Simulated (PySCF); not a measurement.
**Two-dimensional NMR puzzle**

Compound of formula C₄H₃F₅O. Correlations simulated from computed shifts and the bond graph:

HSQC (one-bond C–H):
| δH | δC |
| --- | --- |
| 3.20 | 49.3 |
| 3.05 | 41.5 |
| 2.81 | 41.5 |

COSY cross peaks (H two or three bonds apart, from the bond graph; peaks can be absent where the dihedral angle is near 90°):
| δH | δH |
| --- | --- |
| 3.20 | 3.05 |
| 3.20 | 2.81 |
| 3.05 | 2.81 |

HMBC (two and three bonds, from the bond graph):
| δH | δC |
| --- | --- |
| 3.20 | 128.6, 119.7, 41.5 |
| 3.05 | 119.7, 49.3 |
| 2.81 | 119.7, 49.3 |

Carbons without hydrogens: δ 128.6, 119.7.

PySCF 2.14.0 with density-fitted response routines calculation with structure optimised with GFN2-xTB and NMR shieldings at PBE0/pcSseg-1/GIAO; no solvent, one computed conformer, equivalent nuclei averaged, no relativistic terms.

δ = σ(ref) − σ, references computed at the same level: 1H and 13C vs TMS.

Exchangeable hydrogens are left out of these lists.

Assemble the structure.

Results:

SMILES FC(F)(F)C(F)(F)[C@@H]1CO1.

Atoms are numbered as in `[F:1][C:2]([F:3])([F:4])[C:5]([F:6])([F:7])[C@@H:8]1[CH2:9][O:10]1`. Each H is labelled by its parent atom. Ha(C9) is cis to C5 on the ring; Hb(C9) is trans to C5 on the ring.

δC 128.6 is C2, a CF3 carbon. δC 119.7 is C5, a fully substituted sp3 carbon bonded to 2 F. δC 49.3 is C8, an epoxide ring carbon (δH 3.20). δC 41.5 is C9, an epoxide ring carbon (δH 2.81, 3.05). HMBC from δH 3.20 reaches the proton-free carbons C2, C5. HMBC from δH 3.05 reaches the proton-free carbon C5. HMBC from δH 2.81 reaches the proton-free carbon C5. COSY links 3.20–3.05, 3.20–2.81, 3.05–2.81.

The shifts were computed for this structure.

Shifts are as computed. Against solution values, carbons near 30 ppm lie about +3 ppm off and those near 130 ppm about +5 ppm. Of 1211 compounds with measured shifts, 218 miss one by over three times the rms of a fit or turn the order of signals round; such compounds aren't used in these exercises.
